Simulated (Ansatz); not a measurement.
Consider the redistribution: `C[S][AlH][OH]` + `C[CH](C)[MgH]` → `C[CH](C)[AlH][OH]` + `C[S][MgH]`.

Calculated with Ansatz (gas phase, PBE0-D4/def2-TZVP geometries, no zero-point term in ΔE). CCSD(T)/CBS is the MP2 limit (def2-TZVPP, def2-QZVPP) plus CCSD(T) − MP2 in def2-TZVPP, frozen cores. DFT in def2-TZVPP. HSE06 is defined as in plane-wave codes. For Mg outer-core shells are correlated without core-valence functions, which leaves a few kJ/mol of doubt a bond. One conformer a species, not always the lowest.

`C[S][AlH][OH]`:

Cartesian coordinates in Å:
```
C -0.328 1.580 -0.742
S -1.131 -0.033 -0.457
Al 0.455 -1.074 0.600
O 0.248 -2.667 1.126
H 0.678 1.611 -0.322
H -0.271 1.760 -1.814
H -0.931 2.358 -0.276
H 1.823 -0.347 0.888
H -0.543 -3.187 0.998
```

`C[CH](C)[MgH]`:

```xyz
12

C     0.041   -1.389    0.161
C     0.110    0.024   -0.414
C    -1.136    0.816   -0.022
Mg    1.906    1.025    0.082
H     0.871   -2.022   -0.171
H     0.058   -1.388    1.257
H    -0.887   -1.903   -0.132
H     0.111   -0.066   -1.510
H    -2.059    0.292   -0.314
H    -1.202    0.970    1.061
H    -1.172    1.806   -0.489
H     3.358    1.835    0.491
```

`C[CH](C)[AlH][OH]`:

```xyz
14

C    -1.042    1.074    0.825
C    -0.268    0.365   -0.288
C     1.156    0.903   -0.414
Al   -0.351   -1.586   -0.120
O     0.998   -2.477   -0.650
H    -0.567    0.926    1.801
H    -2.072    0.718    0.910
H    -1.082    2.157    0.655
H    -0.790    0.580   -1.235
H     1.726    0.741    0.506
H     1.710    0.419   -1.221
H     1.158    1.983   -0.605
H    -1.608   -2.373    0.459
H     1.033   -3.431   -0.622
```

`C[S][MgH]`:

Cartesian coordinates in Å:
```
C 0.448 -1.110 0.019
S 1.146 0.537 -0.354
Mg -0.634 1.955 -0.074
H -0.349 -1.381 -0.672
H 0.081 -1.175 1.044
H 1.256 -1.833 -0.096
H -1.948 3.007 0.133
```

| level | ΔE (kJ/mol) | difference from CCSD(T)/CBS |
| --- | --- | --- |
| revPBE-D4 | -25.7 | 2.1 |
| B97M-V | -29.4 | -1.6 |
| r2SCANh-D4 | -31.8 | -4.0 |
| BHLYP-D4 | -34.5 | -6.7 |
| ωB97X-V | -33.5 | -5.7 |
| B2PLYP | -29.8 | -2.0 |
| HSE06 | -29.6 | -1.8 |
| BHLYP | -34.3 | -6.5 |
| CCSD/def2-TZVPP | -30.2 | -2.4 |
| MP2/CBS(def2) | -27.7 | 0.1 |
| CCSD(T)/CBS | -27.8 | 0 |

Largest T1 diagnostic among the species: 0.012.

In def2-TZVPP, CCSD(T) changes the Hartree–Fock value by +12.3 kJ/mol (the triples alone add +2.2 kJ/mol) and MP2 by +12.4 kJ/mol. From PBE to PBE0 (25 % exact exchange), in def2-TZVPP and without D4, ΔE moves by −3.8 kJ/mol. Leaving LDA and LC-ωPBE aside and taking each functional with its dispersion term where it has one, the values spread over 8.9 kJ/mol, from BHLYP-D4 to revPBE-D4.
